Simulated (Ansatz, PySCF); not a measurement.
C₄H₆OS, SMILES C1[C@@H](C(=O)C1)S. Atoms are numbered in the order given.

```xyz
12

O     -0.0118    -1.9430     0.6726
C     -0.5331    -0.9271     0.3299
C     -1.7929    -0.5865    -0.4615
C     -1.1300     0.7633    -0.8153
C     -0.0802     0.5392     0.3033
S      1.6612     0.9405     0.1091
H     -2.0504    -1.2815    -1.2741
H     -2.6645    -0.4845     0.2050
H     -0.6590     0.7472    -1.8082
H     -1.7463     1.6671    -0.7256
H     -0.3990     1.0261     1.2407
H      1.9310    -0.0377    -0.7835
```
Charge 0, spin multiplicity 1.

Coordinates come from a PBE0-D3(BJ)/def2-SVP optimisation. The structure was generated by enumeration; whether it is a known compound was not checked. Other conformers were not sampled.

Two levels are set side by side: PBE-D3(BJ)/def2-SVP (Ansatz, a quantum-chemistry and plane-wave program) and PBE0-D3(BJ)/def2-SVP (Ansatz). Each level has its own optimised geometry; the coordinates shown are those of the second. Frequencies come from the Hessian of PySCF at each geometry. Differences are taken from unrounded values.

```tsv
quantity	PBE0-D3(BJ)
mean bond length (Å)	1.333
bond O1–C2 (Å)	1.192
bond C2–C3 (Å)	1.526
bond C2–C5 (Å)	1.535
bond C3–C4 (Å)	1.545
bond C4–C5 (Å)	1.550
bond C5–S6 (Å)	1.798
bond C3–H7 (Å)	1.100
bond C3–H8 (Å)	1.102
bond C4–H9 (Å)	1.099
bond C4–H10 (Å)	1.098
bond C5–H11 (Å)	1.103
bond S6–H12 (Å)	1.351
highest harmonic wavenumber (cm⁻¹)	3181
mean harmonic wavenumber (cm⁻¹)	1334
zero-point energy (kcal/mol)	57.20
```

What does PBE-D3(BJ) give, and how far is it from PBE0-D3(BJ)? (The exact figures need the calculation; the answer reports its results.)


```json
[
 {"quantity": "mean bond length (Å)", "PBE-D3(BJ)": "1.344", "PBE-D3(BJ) minus PBE0-D3(BJ)": "0.011"},
 {"quantity": "bond O1–C2 (Å)", "PBE-D3(BJ)": "1.205", "PBE-D3(BJ) minus PBE0-D3(BJ)": "0.013"},
 {"quantity": "bond C2–C3 (Å)", "PBE-D3(BJ)": "1.539", "PBE-D3(BJ) minus PBE0-D3(BJ)": "0.013"},
 {"quantity": "bond C2–C5 (Å)", "PBE-D3(BJ)": "1.549", "PBE-D3(BJ) minus PBE0-D3(BJ)": "0.014"},
 {"quantity": "bond C3–C4 (Å)", "PBE-D3(BJ)": "1.554", "PBE-D3(BJ) minus PBE0-D3(BJ)": "0.009"},
 {"quantity": "bond C4–C5 (Å)", "PBE-D3(BJ)": "1.562", "PBE-D3(BJ) minus PBE0-D3(BJ)": "0.012"},
 {"quantity": "bond C5–S6 (Å)", "PBE-D3(BJ)": "1.812", "PBE-D3(BJ) minus PBE0-D3(BJ)": "0.015"},
 {"quantity": "bond C3–H7 (Å)", "PBE-D3(BJ)": "1.108", "PBE-D3(BJ) minus PBE0-D3(BJ)": "0.008"},
 {"quantity": "bond C3–H8 (Å)", "PBE-D3(BJ)": "1.110", "PBE-D3(BJ) minus PBE0-D3(BJ)": "0.008"},
 {"quantity": "bond C4–H9 (Å)", "PBE-D3(BJ)": "1.107", "PBE-D3(BJ) minus PBE0-D3(BJ)": "0.008"},
 {"quantity": "bond C4–H10 (Å)", "PBE-D3(BJ)": "1.106", "PBE-D3(BJ) minus PBE0-D3(BJ)": "0.008"},
 {"quantity": "bond C5–H11 (Å)", "PBE-D3(BJ)": "1.112", "PBE-D3(BJ) minus PBE0-D3(BJ)": "0.008"},
 {"quantity": "bond S6–H12 (Å)", "PBE-D3(BJ)": "1.364", "PBE-D3(BJ) minus PBE0-D3(BJ)": "0.013"},
 {"quantity": "highest harmonic wavenumber (cm⁻¹)", "PBE-D3(BJ)": "3092", "PBE-D3(BJ) minus PBE0-D3(BJ)": "-89"},
 {"quantity": "mean harmonic wavenumber (cm⁻¹)", "PBE-D3(BJ)": "1284", "PBE-D3(BJ) minus PBE0-D3(BJ)": "-50"},
 {"quantity": "zero-point energy (kcal/mol)", "PBE-D3(BJ)": "55.08", "PBE-D3(BJ) minus PBE0-D3(BJ)": "-2.13"}
]
```

GGA bonds tend to be longer and softer than those of functionals with exact exchange. Differences between two approximate levels are no errors against the true value.
